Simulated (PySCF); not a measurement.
hydrogen chloride (HCl), SMILES Cl. Atoms are numbered in the order given.

```xyz
2

Cl     0.0000     0.0000    -0.0712
H      0.0000     0.0000     1.2108
```

The structure is a stationary point at B3LYP-D3(BJ)/def2-TZVP.

Level of theory: PBE0/pcSseg-1 in PySCF.

GIAO shieldings, no solvent; atoms alike by connectivity are averaged. δ = σ(ref) − σ: ¹H against TMS (σ = 31.56 ppm), references at their B3LYP-D3(BJ)/def2-TZVP geometries, non-relativistic (without spin–orbit terms, shifts of atoms bonded to Cl or Br come out too high).

### Question
Estimate the chemical shifts. (Estimate from the structure and the level; the computed values follow.)

### Answer

```csv
nucleus,atoms,count,δ (ppm)
¹H,H2,1,1.04
```
